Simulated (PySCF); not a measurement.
**Question.** Write a Z-matrix for `C=[P@@]1(CCC)C=C1C` as optimised with PBE0-D3(BJ)/def2-SVP.

**Answer.** 
Z-matrix in Å and degrees, rows numbered from 1:
```
C 
P   1  1.6601
C   2  1.8256  1  112.14
C   3  1.5261  2  113.07  1   114.65
C   4  1.5198  3  113.34  2   -64.38
C   2  1.7662  1  127.68  3   149.29
C   6  1.3486  2   68.37  1   110.01
C   7  1.4796  2  152.48  6   162.97
H   1  1.0893  2  118.23  3     5.38
H   1  1.0900  2  121.74  3  -179.63
H   3  1.1015  2  106.99  1  -123.02
H   3  1.1013  2  106.73  1    -8.08
H   4  1.1028  3  108.42  2   173.23
H   4  1.1038  3  108.92  2    58.38
H   5  1.1016  4  111.16  3   -61.66
H   5  1.1018  4  111.38  3    57.53
H   5  1.1003  4  111.34  3   178.09
H   6  1.0972  2  153.10  7  -161.00
H   8  1.1015  7  110.78  2    78.58
H   8  1.1013  7  109.87  2   -38.96
H   8  1.1015  7  111.85  2  -159.81
```

P2 (phosphorus bonded to 4 C) has angles from 44.7° to 128.7°. Of the pairs four or more bonds apart, P2···H16 is among the closest relative to their van der Waals radii: 2.87 Å, 96 % of the sum of Bondi's values. The C–C distances run from 1.349 Å (C6=C7, drawn double) to 1.526 Å (C3–C4, drawn single), a spread of 0.177 Å. The 3-membered ring P2–C6–C7 has internal angles of 44.7° to 68.4°.

Computed, not measured: PBE0-D3(BJ)/def2-SVP geometry optimisation, gas phase in PySCF 2.14.0.

Point group: C1 (no symmetry element, even within 0.4 Å). Whether it is a minimum is left open (no frequencies). One conformer, not necessarily the lowest (C1–P2–C3–C4 115°, P2–C3–C4–C5 -64°).
